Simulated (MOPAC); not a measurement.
MOPAC input (PM3):

```
PM3 PRECISE GNORM=0.05 LET XYZ CHARGE=1 GEO-OK AUX(PRECISION=9) THREADS=1
C2F3

F     1.00312475 1   -0.21259832 1    1.66046507 1
C     0.82365139 1   -0.30798279 1    0.44756352 1
C    -0.29770210 1    0.08564303 1   -0.33800353 1
F    -0.23531034 1    1.15498915 1   -1.00873377 1
F    -1.11844727 1   -0.79416432 1   -0.72477130 1
```

Problem. What heat of formation does the run end on?

Solution. 172.73 kcal/mol.
